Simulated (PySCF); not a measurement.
Mapped SMILES: `[F:1][C:2]([F:3])([F:4])[CH2:5][O:6][SiH3:7]` (H(Xn): hydrogen on atom n).

No relativistic terms, rapidly exchanging positions averaged, one conformer, in vacuum. Structure optimised with GFN2-xTB; shielding tensors at PBE0/pcSseg-1 (GIAO); PySCF 2.14.0 with density-fitted response routines.

Referencing at the same level of theory: ¹³C and ¹H and ²⁹Si vs TMS; CFCl3 for ¹⁹F; ¹⁷O vs H2O.

```csv
atoms,nucleus,count,Hirshfeld charge,δ (ppm)
C2,¹³C,1,0.25,?
O6,¹⁷O,1,-0.22,0.2
H(C5),¹H,2,0.05,4.03
F1/F3/F4,¹⁹F,3,-0.10,?
Si7,²⁹Si,1,0.40,-30.8
H(Si7),¹H,3,-0.08,4.96
C5,¹³C,1,-0.01,68.2
```

Task: Estimate the values marked ?.

Result: 
- C2: 132.9 ppm, CF3 carbon; 3 electronegative neighbours deshield it
- F1/F3/F4: -92.4 ppm, fluorine of a CF3 group

Shifts are as computed. Against solution values, carbons near 30 ppm lie about +3 ppm off and those near 130 ppm about +5 ppm. Of 1309 compounds with measured shifts, 239 miss one by over three times the rms of a fit or turn the order of signals round; such compounds aren't used in these exercises. Unscaled 19F shifts against computed CFCl3 carry errors that often reach 10 to 50 ppm. Experimental scales use liquid or dissolved standards, which lie at an offset from isolated H2O (liquid H2O: subtract about 36 ppm).
